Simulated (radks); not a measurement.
Problem. The mean radii <r> (bohr) of the occupied orbitals of an atom or ion are listed with their occupations. All-electron calculation, non-relativistic Kohn-Sham, LDA (Slater exchange, Perdew-Wang correlation), spin-polarised, spherical densities, point nucleus. Program: a radial shooting solver on a logarithmic mesh with Libxc functionals.

| orbital | occ. | <r> |
|---|---|---|
| 1s up | 1 | 0.1314 |
| 1s down | 1 | 0.1314 |
| 2s up | 1 | 0.7026 |
| 2s down | 1 | 0.7016 |
| 2p up | 3 | 0.6912 |
| 2p down | 3 | 0.6885 |
| 3s up | 1 | 3.004 |
| 3p up | 1 | 4.069 |

Name the element and its charge. Open shells, if any, are filled with parallel spins first.

Solution. Z = 12, magnesium, charge 0: Mg in [Ne] 3s1 3p1. The 1s radius gives Z: for a bare nucleus <r> = 1.5/Z, 0.125 bohr for Z = 12, and screening makes it slightly larger (0.1314 here). The occupations add up to 12, and the charge is Z minus that.
